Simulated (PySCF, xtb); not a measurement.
Se(SeH)(OSiH3) (H4OSe2Si), SMILES [SiH3]O[Se][SeH].

GFN2-xTB run with xtb 6.7.1 at its own geometry gives an orbital gap of 3.21 eV and a dipole moment of 0.24 D.

Coordinates come from a PBE0-D3(BJ)/def2-SVP optimisation. The values are those of a single conformer.

Q: What does ωB97X/def2-TZVP (PySCF) give? (Estimate from the structure and the level; the computed values follow.)

A: gap 9.80 eV (levels -9.24 and 0.56 eV), dipole 0.73 D.
